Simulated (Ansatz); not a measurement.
`F[B]1[AlH][SiH2]1`, charge 0, multiplicity 1.

Q: Give a relaxed structure at PBE0-D4/def2-TZVP (Ansatz). (Estimate.)

A: Ansatz gave: 
Z-matrix (Å, degrees):
```
Al
B 1 2.064
Si 1 2.427 2 49.9
H 1 1.848 2 81.9 3 -27.4
H 1 1.586 2 167.3 3 -146.0
F 2 1.319 1 142.4 3 -156.1
H 3 1.498 1 150.8 2 -155.5
```
